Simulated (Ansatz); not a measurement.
A structure relaxed at PBE0-D4/def2-TZVP, charge 0, multiplicity 1:

```xyz
8

N     0.5696    0.5154    1.2031
Mo    0.1117   -0.0143   -0.5884
O     1.5146   -0.5219   -1.3588
O    -0.5787    1.3092   -1.3587
O    -1.1051   -1.4467   -0.5593
H     0.1399    1.2923    1.6824
H     1.3943    0.1887    1.6840
H    -2.0462   -1.3226   -0.7044
```

Task: Give its formula and SMILES.

Result: H3MoNO3, `[NH2][Mo](=[O])(=[O])[OH]`.

Task: Summarise the bond lengths by kind.

Result: 1 × Mo–N 1.923 Å; 2 × H–N 1.009 Å; 3 × Mo–O 1.679 to 1.880 Å; 1 × H–O 0.960 Å.

Computed with Ansatz.
